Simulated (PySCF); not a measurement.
Si(F)3(OH) (F₃HOSi), SMILES O[Si](F)(F)F. Geometry optimised at PBE-D3(BJ)/def2-SVP. One conformer was computed; it need not be the lowest.

Method: PBE-D3(BJ)/def2-SVP (PySCF).

Harmonic wavenumbers (cm⁻¹): 114, 249, 264, 342, 355, 363, 736, 769, 964, 989, 1009, 3787. Rotational constants (GHz): 3.947, 3.851, 3.823; symmetry number 1.

Work out the zero-point energy and the ideal-gas rigid-rotor harmonic-oscillator thermochemistry at 298.15 K and 1 atm.

ZPE = ½ Σ hcν = ½ × 9943 cm⁻¹ = 59.47 kJ/mol. H − E(el) = 77.36 kJ/mol. Entropy in J/(mol K): translation 166.44, rotation 109.27, vibration 45.24, total 320.96. G − E(el) = -18.33 kJ/mol. Cp = 86.74 J/(mol K). Modes under 150 cm⁻¹ make the vibrational entropy uncertain.
